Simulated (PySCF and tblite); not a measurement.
Results of a calculation; reference values are marked as such.
C8H14O, numbered as in [CH3:1][C:2](=[O:3])[CH:4]1[CH2:5][CH2:6][CH2:7][CH2:8][CH2:9]1.

Level: B3LYP-D3(BJ)/def2-SVPD (IEF-PCM, chloroform)//PBE0-D3(BJ)/def2-SVP, thermal terms from GFN2-xTB, symmetry numbers and mirror pairs counted. Conformers within 3 kcal/mol (GFN2-xTB free energy) were kept, 6 at most. GIAO shieldings: WP04/pcSseg-1 (IEF-PCM, chloroform). Shifts are against TMS (¹H), TMS (¹³C) at the same level; of two unlike H on one atom, a is the less shielded. Run with PySCF (density fitting) and tblite.

**Question.** Predict the averaged NMR shifts at 298.15 K.

**Answer.** ¹H: 2.15 (H1, 3H), 2.07 (H4, 1H), 1.52 (H6a/H8a, 2H), 1.45 (H5a/H9a, 2H), 1.39 (H7a, 1H), 1.28 (H5b/H9b, 2H), 1.16 (H6b/H8b, 2H), 1.11 (H7b, 1H) ppm. ¹³C: 223.6 (C2), 54.5 (C4), 32.4 (C5/C9), 31.1 (C1), 29.8 (C7), 29.7 (C6/C8) ppm.

**Question.** How do the conformers differ?

**Answer.** Torsions listed: O3–C2–C4–C5. The 6-ring runs over atoms 4–5–6–7–8–9. Of a mirror pair one member is shown.
| conformer | shape | weight % |
| --- | --- | --- |
| 1 | 6-ring chair (all substituents equatorial); -27° | 66.5 |
| 2 | 6-ring chair (all substituents equatorial); 95° | 25.8 |
| 3 | 6-ring chair (C2 axial); -134° | 7.7 |

```
 signal      1      2      3  average
     H1   2.17   2.09   2.21     2.15
     H4   2.13   1.86   2.20     2.07
H5a/H9a   1.45   1.49   1.26     1.45
H5b/H9b   1.20   1.28   1.99     1.28
H6a/H8a   1.54   1.56   1.14     1.52
H6b/H8b   1.14   1.18   1.26     1.16
    H7a   1.40   1.46   1.07     1.39
    H7b   1.07   1.14   1.37     1.11
     C1   31.8   29.1   31.5     31.1
     C2  223.5  223.9  222.9    223.6
     C4   53.4   57.9   52.9     54.5
  C5/C9   32.3   33.1   31.0     32.4
  C6/C8   29.9   29.9   27.3     29.7
     C7   29.7   29.9   30.1     29.8
```

**Question.** Which signal moves most, for its nucleus, between 180 and 400 K through the change of populations alone?

**Answer.** H5b/H9b: 1.24 ppm at 180 K, 1.26 ppm at 230 K, 1.28 ppm at 298.15 K, 1.29 ppm at 330 K, 1.30 ppm at 400 K.

Shifts are unscaled: against experiment ¹³C can be off by 15 ppm or more and ¹H by 0.8 ppm.
